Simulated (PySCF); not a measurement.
**Krypton: a sound run and one with changed settings**

Sound run: Kr²⁺ [Ar] 3d10 4s2 4p4, Kr³⁺ [Ar] 3d10 4s2 4p3. All numbers are calculated (PySCF 2.14, scalar relativity by spin-free X2C-1e, in x2c-TZVPall (6s5p4d1f, 48 functions)). In the sound run the correlated levels freeze [Ar] 3d10. The sound run starts from symmetry-adapted Hartree-Fock orbitals and uses a fine grid where one is needed.

Changed run: the non-relativistic Hamiltonian (point nucleus). This setting is unsound on purpose.

| species | method | sound run (hartree) | changed run (hartree) | converged |
| --- | --- | --- | --- | --- |
| Kr²⁺ | UHF | -2786.84492 | -2731.75603 | yes |
| Kr²⁺ | TPSS | -2788.51248 | -2733.46486 | yes |
| Kr²⁺ | PBE0 | -2788.31123 | -2733.26143 | yes |
| Kr²⁺ | MP2 | -2786.95240 | -2731.86451 | yes |
| Kr²⁺ | CCSD(T) | -2786.97486 | -2731.88802 | yes |
| Kr³⁺ | UHF | -2785.58269 | -2730.49319 | yes |
| Kr³⁺ | TPSS | -2787.20501 | -2732.15627 | yes |
| Kr³⁺ | PBE0 | -2787.00457 | -2731.95368 | yes |
| Kr³⁺ | MP2 | -2785.66433 | -2730.57638 | yes |
| Kr³⁺ | CCSD(T) | -2785.68165 | -2730.59474 | yes |

Ionisation energy of Kr²⁺:

| method | sound run (eV) | changed run (eV) |
| --- | --- | --- |
| UHF | 34.347 | 34.364 |
| TPSS | 35.578 | 35.609 |
| PBE0 | 35.556 | 35.586 |
| MP2 | 35.050 | 35.052 |
| SCS-MP2 | 35.122 | 35.123 |
| CCSD | 35.168 | 35.170 |
| CCSD(T) | 35.190 | 35.192 |

Most of the change in total energy is the relativistic energy itself. On top of that the contraction fixes the core shape for the Hamiltonian it was made with, so the changed run is not a good calculation with the other Hamiltonian either.

For comparison, NIST gives 35.838 ± 0.02 eV between the lowest levels.
